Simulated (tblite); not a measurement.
Isomers of C4H7N3OSi. All values are computed: GFN2-xTB (tblite) harmonic vibrations without scaling, gas phase. Against measured fundamentals such values can be off by several per cent, at times by over 20. Modes of hydrogen on silicon can be 10 to 20 % off. One conformer each.

Electronic energies: GFN2-xTB at the same geometries; isomer energies are rough at this level and their order can be wrong.

```tsv
SMILES	electronic energy, lowest = 0 (kcal/mol)
CC(=O)c1cnn([SiH3])n1	24.6
Cc1ncnnc1O[SiH3]	0.0
CC(=O)c1cn([SiH3])nn1	26.3
CC(=O)c1n[nH]nc1[SiH3]	43.0
```

**Question.** How do GFN2-xTB zero-point energies change the relative energies?

**Answer.** 
```json
{"SMILES": "Cc1ncnnc1O[SiH3]", "ZPE (kcal/mol)": "67.6", "of it from modes above 1550 cm⁻¹": "29.6", "electronic (kcal/mol)": "0.0", "with ZPE, lowest = 0 (kcal/mol)": "0.0", "lowest mode (cm⁻¹)": "72", "rings": "1"}
{"SMILES": "CC(=O)c1cnn([SiH3])n1", "ZPE (kcal/mol)": "67.4", "of it from modes above 1550 cm⁻¹": "30.1", "electronic (kcal/mol)": "24.6", "with ZPE, lowest = 0 (kcal/mol)": "24.4", "lowest mode (cm⁻¹)": "9", "rings": "1"}
{"SMILES": "CC(=O)c1cn([SiH3])nn1", "ZPE (kcal/mol)": "67.3", "of it from modes above 1550 cm⁻¹": "30.1", "electronic (kcal/mol)": "26.3", "with ZPE, lowest = 0 (kcal/mol)": "26.0", "lowest mode (cm⁻¹)": "41", "rings": "1"}
{"SMILES": "CC(=O)c1n[nH]nc1[SiH3]", "ZPE (kcal/mol)": "68.0", "of it from modes above 1550 cm⁻¹": "30.2", "electronic (kcal/mol)": "43.0", "with ZPE, lowest = 0 (kcal/mol)": "43.4", "lowest mode (cm⁻¹)": "57", "rings": "1"}
```

The zero-point energies span 0.7 kcal/mol, from `CC(=O)c1cn([SiH3])nn1` to `CC(=O)c1n[nH]nc1[SiH3]`. The order is unchanged.

**Question.** What do entropy and thermal enthalpy add at 298.15 K and 1 bar (rigid rotor, harmonic oscillator, one conformer each)?

**Answer.** 
```tsv
SMILES	point group	symmetry number	S (cal/(mol K))	H − H(0) (kcal/mol)	ZPE + H − H(0) − TS (kcal/mol)
Cc1ncnnc1O[SiH3]	Cs	1	97.8	6.72	45.2
CC(=O)c1cn([SiH3])nn1	C1	1	101.8	7.01	44.0
CC(=O)c1n[nH]nc1[SiH3]	Cs	1	97.1	6.71	45.8
```

Not tabulated: `CC(=O)c1cnn([SiH3])n1` (lowest mode only 9 cm⁻¹).
